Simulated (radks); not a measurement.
Bi II, 82 electrons, occupied as [Hg] 6p2. All-electron calculation, Dirac Kohn-Sham, BLYP, spin-unpolarised, spherical densities, point nucleus; open shells are shared between the two j in proportion to 2j + 1. Program: a radial shooting solver on a logarithmic mesh with Libxc functionals.

Spin-orbit splittings of the eigenvalues, e(l+1/2) - e(l-1/2), with zeta = 2 splitting/(2l+1) and mean radii in bohr:

shell  occ.  splitting (eV)  zeta (eV)  <r> j=l-1/2  <r> j=l+1/2
2p        6            2321       1547      0.05388      0.06293
3p        6           519.6      346.4       0.1615       0.1780
3d       10           110.1      44.06       0.1545       0.1595
4p        6           128.1      85.40       0.3777       0.4125
4d       10           23.90      9.559       0.4161       0.4272
4f       14           5.491      1.569       0.4381       0.4443
5p        6           24.73      16.48       0.8851       0.9749
5d       10           3.009      1.204        1.209        1.252
6p        2           2.294      1.530        2.581        2.912
